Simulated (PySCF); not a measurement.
revPBE on Ni⁺ (nickel, charge +1), [Ar] 3d9, 2D determinant. Computed with PySCF 2.14 in STO-3G (4s3p1d, 18 functions), with no relativity, point nucleus.

```
cycle= 1 E= -1489.38214756494  delta_E= -0.0164  |g|= 0.0563  |ddm|= 0.206
cycle= 2 E= -1489.38346447671  delta_E= -0.00132  |g|= 0.0164  |ddm|= 0.058
cycle= 3 E= -1489.38358916859  delta_E= -0.000125  |g|= 3.57e-05  |ddm|= 0.0132
cycle= 4 E= -1489.38358916919  delta_E= -6.02e-10  |g|= 8.38e-07  |ddm|= 2.98e-05
converged SCF energy = -1489.38358916919  <S^2> = 0.75018578  2S+1 = 2.0001858
```

Highest occupied orbital energy: 26.162 eV; ⟨L²⟩ = 6.00; populations by l: s 6.00, p 12.00, d 9.00.

Can this result be used?

Not for this state. Self-consistency was reached. At revPBE the highest occupied level has a positive energy, so only the finite basis holds that electron; for this excited configuration the basis is too tight for the outer shell.
